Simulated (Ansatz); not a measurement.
Series N+XY, Y = H, computed as singlets and as triplets. Isolated molecules, 0 K electronic values unless said otherwise. One relaxed conformer stands for each flexible species; it need not be the lowest. Strings in code marks are SMILES.

Quantity: adiabatic spin-state energy, in kJ/mol. The DFT solution of `N#C[NH+]` and `C#C[NH+]` is unstable or spin-contaminated; the geometry comes from it.

Level 1: LC-ωPBE/cc-pVTZ // PBE0-D3(BJ)/def2-TZVP (Ansatz, an electronic-structure program)
Level 2: LDA/cc-pVTZ // PBE0-D3(BJ)/def2-TZVP (Ansatz)
Level 3: PBE0/cc-pVTZ // PBE0-D3(BJ)/def2-TZVP (Ansatz)
Level 4: r2SCAN0/cc-pVTZ // PBE0-D3(BJ)/def2-TZVP (Ansatz)

```json
[
 {"species": "`[NH+]S`: multiplicity 3 minus multiplicity 1", "level 1": "83.0", "level 2": "111.3", "level 3": "85.3", "level 4": "65.3"},
 {"species": "`N#C[NH+]`: multiplicity 3 minus multiplicity 1", "level 1": "-151.8", "level 2": "-99.1", "level 3": "-133.5", "level 4": "-160.7"},
 {"species": "`C#C[NH+]`: multiplicity 3 minus multiplicity 1", "level 1": "-120.2", "level 2": "-77.4", "level 3": "-100.9", "level 4": "-124.1"}
]
```
